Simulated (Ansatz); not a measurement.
GeHMe2(NHEt) (C₄H₁₃GeN). Charge 0, multiplicity 1. Geometry r2SCAN-D4/def2-SVP; atoms count from 1.

Cartesian coordinates in Å:
```
Ge 0.513 -0.233 -1.077
H 1.455 -1.448 -0.943
C -1.128 -0.796 -1.992
H -1.819 0.055 -2.105
H -1.643 -1.585 -1.423
H -0.899 -1.191 -2.994
C 1.357 1.243 -2.029
H 1.642 0.937 -3.047
H 2.261 1.576 -1.497
H 0.665 2.096 -2.110
N 0.220 0.360 0.647
C -0.414 -0.511 1.624
C -0.188 -0.013 3.046
H -0.151 1.309 0.694
H -1.507 -0.644 1.458
H 0.028 -1.519 1.519
H 0.890 0.068 3.258
H -0.647 -0.688 3.786
H -0.633 0.987 3.185
```

(1) Estimate the Mulliken populations from the PBE0/def2-TZVP orbitals of Ansatz.

(2) And the Mayer bond orders between heavy atoms (over 0.3)?

Results:

(1) 
```
atom  charge (e)
 Ge1        0.34
  H2       -0.02
  C3       -0.50
  H4        0.13
  H5        0.14
  H6        0.14
  C7       -0.49
  H8        0.14
  H9        0.15
 H10        0.13
 N11       -0.44
 C12       -0.11
 C13       -0.35
 H14        0.20
 H15        0.09
 H16        0.10
 H17        0.12
 H18        0.11
 H19        0.11
```
Mulliken values depend strongly on the basis.

(2) Ge1–C3 0.92 (1.96 Å); Ge1–C7 0.98 (1.95 Å); Ge1–N11 1.02 (1.85 Å); N11–C12 1.01 (1.45 Å); C12–C13 1.01 (1.52 Å).
